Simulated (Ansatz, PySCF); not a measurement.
Species: SiBr₂, net charge 0, singlet state. SMILES: Br[Si]Br
Geometry: optimised at B3LYP-D3(BJ)/def2-TZVP (Ansatz, a program for electronic structure).

Quantity: vertical ionisation energy (to the doublet state of charge +1; each state is the SCF solution reached for its spin; for the singlet the Hartree-Fock reference is unstable and T1 is 0.014), in eV. Correlated levels leave the core frozen unless marked. Open shells are spin-unrestricted. No spin-orbit coupling. Frozen are the shells of the preceding noble gas and the d and f shells that filled before the atom's block. Non-relativistic. CBS(X,Y): correlation extrapolated as X^-3; Hartree-Fock from the larger set. [CCSD(T)-MP2]/basis is that difference in the basis named.

```tsv
level	program	vertical ionisation energy (eV)	minus last row
SVWN5/def2-TZVPD	Ansatz	9.63	-0.17
PBE0/def2-TZVPD	Ansatz	9.60	-0.20
wB97X-V/def2-TZVPD	Ansatz	9.75	-0.05
RI-MP2/CBS(def2-TZVPPD,def2-QZVPPD)	Ansatz	9.81	0.01
CCSD/def2-SVPD	Ansatz	9.63	-0.17
RI-MP2/CBS(def2-TZVPPD,def2-QZVPPD)+[CCSD(T)-MP2]/def2-SVPD	Ansatz	9.78	-0.02
RI-MP2/CBS(def2-TZVPPD,def2-QZVPPD)+[CCSD(T)-MP2]/def2-TZVPPD	Ansatz	9.80	0.00
```

For comparison, minus the highest occupied orbital energy (PySCF): 9.93 eV at HF/def2-TZVPD, 7.43 eV at B3LYP/def2-TZVPD, 8.60 eV at M06-2X/def2-TZVPD.
